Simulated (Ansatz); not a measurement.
`[CH3][GeH2][Br]` → CH₄ + `[GeH][Br]` at 500 K and 1 bar (germylene formation by 1,1-elimination).

Calculated with Ansatz (gas phase, PBE0-D4/def2-TZVP geometries, no zero-point term in ΔE). CCSD(T)/CBS is the MP2 limit (def2-TZVPP, def2-QZVPP) plus CCSD(T) − MP2 in def2-TZVPP, frozen cores. This one scheme is used for every species. For Br, Ge outer-core shells are correlated without core-valence functions, which leaves a few kJ/mol of doubt a bond. Scalar relativity is left out up to krypton.

```json
{"species": "`[CH3][GeH2][Br]`", "CCSD(T)/CBS energy (Eh)": "-4690.53762", "H − E (kJ/mol)": "176.4", "S (J/(mol·K))": "373.6"}
{"species": "CH₄", "CCSD(T)/CBS energy (Eh)": "-40.46206", "H − E (kJ/mol)": "135.6", "S (J/(mol·K))": "206.8"}
{"species": "`[GeH][Br]`", "CCSD(T)/CBS energy (Eh)": "-4650.03665", "H − E (kJ/mol)": "38.0", "S (J/(mol·K))": "299.7"}
```

H − E and S are ideal-gas, rigid-rotor, harmonic terms from PBE0-D4/def2-TZVP. 1 Eh = 2625.50 kJ/mol, R = 8.31446 J/(mol·K).

Task: By hand: ΔE, ΔH, ΔS and ΔG.

Result: ΔE = (-40.46206) + (-4650.03665) − (-4690.53762) = 0.03891 Eh = 102.2 kJ/mol. Δ(H − E) = 135.6 + 38.0 − 176.4 = -2.8, so ΔH = 99.4 kJ/mol. ΔS = 206.8 + 299.7 − 373.6 = 132.9 J/(mol·K). ΔG = 99.4 − 500 × (132.9)/1000 = 33.0 kJ/mol.

Task: By hand: the equilibrium constant, and the temperature at which ΔG would vanish if ΔH and ΔS stayed fixed.

Result: log₁₀ K = −ΔG/(RT ln 10) = -3.4. ΔG = 0 at ΔH/ΔS = 748 K.

The number of gas molecules changes by +1, which sets the sign of ΔS. A doubt of 5 kJ/mol in ΔE shifts log₁₀ K by 0.5 here. These are equilibria of isolated gas molecules and say nothing of rates. Largest T1 diagnostic: 0.011 (customary marks: 0.02 for closed shells, 0.045 for open ones).
